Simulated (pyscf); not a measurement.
H₂N–Sn(Cl)(Cl)–Cl, singlet

Gas-phase minimum from PySCF at ωB97X-D3(BJ)/def2-SVP, one conformer. 

```xyz
7

N     -0.5134     0.5306    -1.7182
Sn    -0.9238    -1.2310    -0.8695
Cl    -1.8411    -0.8513     1.2143
Cl     1.0383    -2.4300    -0.6670
Cl    -2.4193    -2.5666    -2.0373
H     -1.3213     1.1448    -1.8062
H     -0.0471     0.4555    -2.6208
```

Bond lengths (Å): N1–Sn2 1.998, N1–H6 1.019, N1–H7 1.019, Sn2–Cl3 2.308, Sn2–Cl4 2.308, Sn2–Cl5 2.320. Bond angles (°): Sn2–N1–H6 113.9, Sn2–N1–H7 113.9, H6–N1–H7 109.3, N1–Sn2–Cl3 108.7, N1–Sn2–Cl4 108.7, N1–Sn2–Cl5 115.2, Cl3–Sn2–Cl4 110.1, Cl3–Sn2–Cl5 107.0, Cl4–Sn2–Cl5 107.0.

Properties at ωB97X-D3(BJ)/def2-SVP:

* **Harmonic wavenumbers, unscaled**: 15, 102, 121, 131, 155, 170, 387, 412, 422, 506, 670, 864, 1537, 3571, 3674 cm⁻¹
* **Zero-point energy**: 18.2 kcal/mol
* **Rotational symmetry number**: 1
* **Entropy of this conformer at 298 K and 1 atm, rigid rotor and harmonic oscillator, modes under 100 cm⁻¹ raised to 100**: 392.5 J/(mol K)
* **Dipole moment**: 2.84 D

Single-point totals, which compare only within one level:

```json
[
 {"level": "ωB97X-D3(BJ)/def2-TZVP", "total energy (hartree)": "-1651.19640"},
 {"level": "PBE/def2-TZVP", "total energy (hartree)": "-1650.44162"},
 {"level": "r²SCAN/def2-TZVP", "total energy (hartree)": "-1651.03754"},
 {"level": "B3LYP-D3(BJ)/def2-TZVP", "total energy (hartree)": "-1651.20340"},
 {"level": "PBE0-D3(BJ)/def2-TZVP", "total energy (hartree)": "-1650.57168"},
 {"level": "M06-2X/def2-TZVP", "total energy (hartree)": "-1650.94999"},
 {"level": "ωB97M-D3(BJ)/def2-TZVP", "total energy (hartree)": "-1651.27707"}
]
```

The lowest mode is so soft that the shape along it may change with the basis. Soft torsions are taken as harmonic, which can shift the entropy by several J/(mol K). Elements past Kr carry the def2 core potentials, without spin-orbit coupling.
